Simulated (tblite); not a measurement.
C₅H₈GeO₂.
SMILES with atom numbers: `[O:1]=[CH:2][GeH2:3][O:4][C@:5]12[CH2:6][C@H:7]1[CH2:8]2` (hydrogens: H9 on C2; H10, H11 on Ge3; H12, H13 on C6; H14 on C7; H15, H16 on C8)

Computed with GFN2-xTB (tblite), gas phase: L-BFGS steps from a force-field or distance-geometry start until the largest atomic force falls under 0.01 eV/Å.

Step 32: E = -673.0020 eV
```
atom  x, y, z in Å  |  force x, y, z in eV/Å
O1      4.0126    0.8393    0.9689   -0.051   0.124   0.069
C2      3.4956   -0.1621    0.5666    0.176   0.040   0.059
Ge3     1.7858   -0.0995   -0.4849    0.075  -0.042   0.039
O4      0.3559   -0.3660    0.5706    0.151  -0.034  -0.031
C5     -0.8890   -0.0409    0.1096    0.093  -0.022   0.130
C6     -1.7267    1.1779    0.3180    0.041   0.141  -0.066
C7     -2.2570   -0.1858    0.6605    0.030   0.106   0.020
C8     -1.9025   -0.8191   -0.6569   -0.073  -0.005   0.003
H9      4.0346   -1.1222    0.6769   -0.154  -0.156   0.018
H10     1.8178   -1.1827   -1.5512   -0.132   0.009  -0.051
H11     1.6355    1.2726   -1.0782   -0.073   0.072  -0.105
H12    -2.1281    1.6907   -0.5521   -0.002   0.019   0.027
H13    -1.4476    1.8417    1.1267   -0.024  -0.039   0.028
H14    -2.6979   -0.5683    1.5533    0.005  -0.056  -0.003
H15    -1.8077   -1.8963   -0.6731    0.036  -0.014  -0.086
H16    -2.2891   -0.3704   -1.5661   -0.099  -0.143  -0.052
```

Step 33: E = -673.0084 eV
```
atom  x, y, z in Å  |  force x, y, z in eV/Å
O1      4.0154    0.8354    0.9770   -0.012   0.072   0.072
C2      3.4991   -0.1649    0.5716    0.058   0.114   0.030
Ge3     1.7949   -0.0956   -0.4931    0.035   0.016   0.007
O4      0.3622   -0.3556    0.5620    0.146  -0.040  -0.029
C5     -0.8886   -0.0385    0.1126    0.071  -0.019   0.023
C6     -1.7284    1.1799    0.3168   -0.001   0.071  -0.001
C7     -2.2528   -0.1861    0.6664    0.002   0.071   0.009
C8     -1.9017   -0.8182   -0.6549   -0.079  -0.026   0.035
H9      4.0203   -1.1312    0.6874   -0.084  -0.169   0.042
H10     1.8299   -1.1802   -1.5597   -0.137   0.007  -0.041
H11     1.6391    1.2766   -1.0972   -0.050   0.017  -0.074
H12    -2.1493    1.6923   -0.5440    0.059   0.008   0.005
H13    -1.4418    1.8386    1.1250   -0.036   0.024   0.058
H14    -2.7067   -0.5716    1.5536    0.061  -0.017  -0.042
H15    -1.8029   -1.8958   -0.6698    0.031   0.000  -0.083
H16    -2.2966   -0.3761   -1.5650   -0.064  -0.128  -0.010
```

Step 34: E = -673.0132 eV
```
atom  x, y, z in Å  |  force x, y, z in eV/Å
O1      4.0130    0.8377    0.9823    0.013  -0.020   0.060
C2      3.5008   -0.1628    0.5722   -0.020   0.141   0.023
Ge3     1.7974   -0.0935   -0.4967    0.022   0.063  -0.045
O4      0.3694   -0.3558    0.5623    0.082  -0.035  -0.021
C5     -0.8856   -0.0411    0.1198    0.083  -0.007  -0.073
C6     -1.7230    1.1815    0.3161    0.008   0.000   0.074
C7     -2.2499   -0.1827    0.6677   -0.055  -0.018   0.056
C8     -1.8992   -0.8183   -0.6527   -0.042  -0.049   0.045
H9      4.0078   -1.1369    0.6899   -0.033  -0.108   0.064
H10     1.8270   -1.1773   -1.5665   -0.131   0.013  -0.026
H11     1.6312    1.2798   -1.1063   -0.038  -0.029  -0.047
H12    -2.1488    1.6932   -0.5395    0.068   0.041  -0.068
H13    -1.4357    1.8356    1.1264   -0.033   0.067   0.077
H14    -2.7185   -0.5696    1.5487    0.098   0.016  -0.066
H15    -1.7999   -1.8963   -0.6684    0.025   0.005  -0.054
H16    -2.2937   -0.3846   -1.5666   -0.047  -0.080   0.000
```

Step 35: E = -673.0168 eV
```
atom  x, y, z in Å  |  force x, y, z in eV/Å
O1      4.0124    0.8384    0.9887    0.026  -0.087   0.046
C2      3.5006   -0.1602    0.5733   -0.045   0.092   0.026
Ge3     1.7995   -0.0893   -0.5020    0.032   0.076  -0.082
O4      0.3765   -0.3560    0.5598   -0.003  -0.019  -0.020
C5     -0.8828   -0.0423    0.1234    0.031   0.007  -0.103
C6     -1.7203    1.1829    0.3176    0.026  -0.053   0.087
C7     -2.2485   -0.1806    0.6696   -0.029  -0.061   0.039
C8     -1.8994   -0.8192   -0.6498    0.021  -0.046   0.045
H9      3.9950   -1.1441    0.6944   -0.030   0.002   0.071
H10     1.8268   -1.1750   -1.5727   -0.125   0.026  -0.010
H11     1.6276    1.2834   -1.1173   -0.035  -0.052  -0.030
H12    -2.1476    1.6939   -0.5373    0.079   0.046  -0.074
H13    -1.4339    1.8355    1.1297   -0.033   0.070   0.064
H14    -2.7239   -0.5687    1.5466    0.109   0.027  -0.055
H15    -1.7967   -1.8974   -0.6677    0.014   0.016  -0.023
H16    -2.2930   -0.3924   -1.5676   -0.039  -0.044   0.019
```

Problem. Estimate the geometry and energy of step 36. (The exact step hangs on the optimiser's Hessian estimate; all steps are aligned on step 35, rigid shifts and turns removed.)

Solution. E = -673.0209 eV, largest force 0.122 eV/Å
```
atom  x, y, z in Å  |  force x, y, z in eV/Å
O1      4.0085    0.8401    0.9956    0.047  -0.091   0.041
C2      3.4973   -0.1539    0.5709   -0.071  -0.013   0.026
Ge3     1.7972   -0.0837   -0.5085    0.035   0.063  -0.097
O4      0.3829   -0.3640    0.5621   -0.040   0.000  -0.015
C5     -0.8780   -0.0476    0.1302    0.003   0.022  -0.105
C6     -1.7102    1.1833    0.3215    0.021  -0.072   0.054
C7     -2.2477   -0.1773    0.6696   -0.010  -0.103   0.025
C8     -1.8964   -0.8220   -0.6461    0.071  -0.012   0.006
H9      3.9794   -1.1472    0.6962   -0.032   0.096   0.069
H10     1.8147   -1.1713   -1.5796   -0.110   0.044   0.005
H11     1.6128    1.2881   -1.1253   -0.038  -0.060  -0.019
H12    -2.1286    1.6948   -0.5378    0.074   0.054  -0.064
H13    -1.4296    1.8360    1.1368   -0.024   0.040   0.032
H14    -2.7350   -0.5628    1.5402    0.109   0.023  -0.021
H15    -1.7927   -1.9000   -0.6659    0.006   0.006   0.023
H16    -2.2823   -0.4037   -1.5713   -0.042   0.004   0.041
```

The energy changes by -0.0041 eV. The first-order estimate −F·Δx gives -0.0058 eV and the mean of the old and new forces, exact on a quadratic surface, -0.0041 eV. The step makes an angle of 71° with the force vector and moves no atom by more than 0.019 Å.

The cost below is that of the whole relaxation. Hardware: one thread of an Arm Neoverse V1, shared host with 32 logical CPUs at a one-minute load of 32. Cost: 1.0 s wall.
